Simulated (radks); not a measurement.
Question: The mean radii <r> (bohr) of the occupied orbitals of an atom or ion are listed with their occupations. Calculated with a radial shooting solver on a logarithmic mesh with Libxc functionals: scalar-relativistic Kohn-Sham, PBE, spin-polarised, spherical densities, finite nucleus; Fermi nuclear charge, rms radius of each element as measured or else 0.836 A^(1/3) + 0.57 fm.

| orbital | occ. | <r> |
|---|---|---|
| 1s up | 1 | 0.01999 |
| 1s down | 1 | 0.01998 |
| 2s up | 1 | 0.08304 |
| 2s down | 1 | 0.08309 |
| 2p up | 3 | 0.07337 |
| 2p down | 2 | 0.07343 |

Name the element and its charge. Open shells, if any, are filled with parallel spins first.

Answer: Z = 69, thulium, charge +60: Tm60+ in [He] 2s2 2p5. The 1s radius gives Z: for a bare nucleus <r> = (2 gamma + 1)/(2Z) with gamma = sqrt(1 - (Z/c)^2), 0.01977 bohr for Z = 69, and screening makes it slightly larger (0.01999 here). The occupations add up to 9, and the charge is Z minus that.
